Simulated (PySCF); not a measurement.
C2H6BNO, SMILES NB1CCO1.

Geometry optimised at B3LYP-D3(BJ)/def2-SVP. This is a generated structure with no PubChem entry under its InChIKey; it may be hypothetical. One conformer was computed; it need not be the lowest.

Level of theory: B3LYP-D3(BJ)/def2-SVP (PySCF).

No scaling factor is applied to the harmonic values.

```json
[
 {"mode": "1", "ν (cm⁻¹)": "154", "IR (km/mol)": "5.5", "Raman (Å⁴/amu)": "0.1", "depolarisation": "0.75", "moving atoms (share of kinetic energy)": "H 38 %, C 23 %, O 23 %, N 11 %"},
 {"mode": "2", "ν (cm⁻¹)": "324", "IR (km/mol)": "4.7", "Raman (Å⁴/amu)": "0.6", "depolarisation": "0.57", "moving atoms (share of kinetic energy)": "H 36 %, O 17 %, C 17 %, N 15 %, B 14 %"},
 {"mode": "3", "ν (cm⁻¹)": "382", "IR (km/mol)": "135.1", "Raman (Å⁴/amu)": "1.2", "depolarisation": "0.75", "moving atoms (share of kinetic energy)": "H 82 %, B 9 %"},
 {"mode": "4", "ν (cm⁻¹)": "388", "IR (km/mol)": "44.9", "Raman (Å⁴/amu)": "0.7", "depolarisation": "0.75", "moving atoms (share of kinetic energy)": "H 62 %, B 24 %, N 13 %"},
 {"mode": "5", "ν (cm⁻¹)": "545", "IR (km/mol)": "13.8", "Raman (Å⁴/amu)": "1.0", "depolarisation": "0.75", "moving atoms (share of kinetic energy)": "H 80 %, B 11 %"},
 {"mode": "6", "ν (cm⁻¹)": "626", "IR (km/mol)": "1.9", "Raman (Å⁴/amu)": "7.4", "depolarisation": "0.34", "moving atoms (share of kinetic energy)": "N 40 %, C 21 %, H 16 %, O 14 %, B 9 %"},
 {"mode": "7", "ν (cm⁻¹)": "776", "IR (km/mol)": "5.9", "Raman (Å⁴/amu)": "0.7", "depolarisation": "0.75", "moving atoms (share of kinetic energy)": "H 77 %, B 12 %, C 10 %"},
 {"mode": "8", "ν (cm⁻¹)": "800", "IR (km/mol)": "1.4", "Raman (Å⁴/amu)": "3.5", "depolarisation": "0.59", "moving atoms (share of kinetic energy)": "H 49 %, C 34 %, N 10 %"},
 {"mode": "9", "ν (cm⁻¹)": "875", "IR (km/mol)": "2.7", "Raman (Å⁴/amu)": "3.9", "depolarisation": "0.50", "moving atoms (share of kinetic energy)": "H 34 %, O 32 %, C 21 %, N 11 %"},
 {"mode": "10", "ν (cm⁻¹)": "936", "IR (km/mol)": "10.6", "Raman (Å⁴/amu)": "1.3", "depolarisation": "0.75", "moving atoms (share of kinetic energy)": "H 62 %, B 21 %, C 15 %"},
 {"mode": "11", "ν (cm⁻¹)": "973", "IR (km/mol)": "3.0", "Raman (Å⁴/amu)": "17.1", "depolarisation": "0.19", "moving atoms (share of kinetic energy)": "C 64 %, H 22 %, O 10 %"},
 {"mode": "12", "ν (cm⁻¹)": "996", "IR (km/mol)": "93.9", "Raman (Å⁴/amu)": "1.5", "depolarisation": "0.27", "moving atoms (share of kinetic energy)": "C 46 %, O 41 %, H 12 %"},
 {"mode": "13", "ν (cm⁻¹)": "1117", "IR (km/mol)": "22.6", "Raman (Å⁴/amu)": "0.6", "depolarisation": "0.48", "moving atoms (share of kinetic energy)": "H 57 %, C 37 %"},
 {"mode": "14", "ν (cm⁻¹)": "1171", "IR (km/mol)": "0.4", "Raman (Å⁴/amu)": "5.3", "depolarisation": "0.75", "moving atoms (share of kinetic energy)": "H 73 %, C 24 %"},
 {"mode": "15", "ν (cm⁻¹)": "1194", "IR (km/mol)": "0.2", "Raman (Å⁴/amu)": "9.1", "depolarisation": "0.75", "moving atoms (share of kinetic energy)": "H 91 %, C 8 %"},
 {"mode": "16", "ν (cm⁻¹)": "1195", "IR (km/mol)": "71.9", "Raman (Å⁴/amu)": "4.0", "depolarisation": "0.42", "moving atoms (share of kinetic energy)": "B 43 %, H 35 %, O 12 %"},
 {"mode": "17", "ν (cm⁻¹)": "1360", "IR (km/mol)": "44.3", "Raman (Å⁴/amu)": "4.9", "depolarisation": "0.73", "moving atoms (share of kinetic energy)": "H 56 %, B 18 %, C 18 %"},
 {"mode": "18", "ν (cm⁻¹)": "1413", "IR (km/mol)": "46.5", "Raman (Å⁴/amu)": "12.0", "depolarisation": "0.73", "moving atoms (share of kinetic energy)": "H 77 %, C 11 %, B 9 %"},
 {"mode": "19", "ν (cm⁻¹)": "1454", "IR (km/mol)": "109.7", "Raman (Å⁴/amu)": "2.6", "depolarisation": "0.68", "moving atoms (share of kinetic energy)": "H 63 %, B 31 %"},
 {"mode": "20", "ν (cm⁻¹)": "1507", "IR (km/mol)": "1.6", "Raman (Å⁴/amu)": "17.8", "depolarisation": "0.66", "moving atoms (share of kinetic energy)": "H 85 %"},
 {"mode": "21", "ν (cm⁻¹)": "1609", "IR (km/mol)": "347.3", "Raman (Å⁴/amu)": "4.6", "depolarisation": "0.58", "moving atoms (share of kinetic energy)": "H 44 %, B 29 %, N 24 %"},
 {"mode": "22", "ν (cm⁻¹)": "3032", "IR (km/mol)": "73.3", "Raman (Å⁴/amu)": "140.3", "depolarisation": "0.12", "moving atoms (share of kinetic energy)": "H 95 %"},
 {"mode": "23", "ν (cm⁻¹)": "3075", "IR (km/mol)": "9.8", "Raman (Å⁴/amu)": "124.7", "depolarisation": "0.09", "moving atoms (share of kinetic energy)": "H 94 %"},
 {"mode": "24", "ν (cm⁻¹)": "3088", "IR (km/mol)": "31.2", "Raman (Å⁴/amu)": "109.6", "depolarisation": "0.75", "moving atoms (share of kinetic energy)": "H 90 %, C 10 %"},
 {"mode": "25", "ν (cm⁻¹)": "3132", "IR (km/mol)": "16.7", "Raman (Å⁴/amu)": "72.6", "depolarisation": "0.75", "moving atoms (share of kinetic energy)": "H 90 %, C 10 %"},
 {"mode": "26", "ν (cm⁻¹)": "3604", "IR (km/mol)": "42.7", "Raman (Å⁴/amu)": "146.3", "depolarisation": "0.14", "moving atoms (share of kinetic energy)": "H 96 %"},
 {"mode": "27", "ν (cm⁻¹)": "3712", "IR (km/mol)": "38.1", "Raman (Å⁴/amu)": "69.5", "depolarisation": "0.75", "moving atoms (share of kinetic energy)": "H 91 %, N 9 %"}
]
```
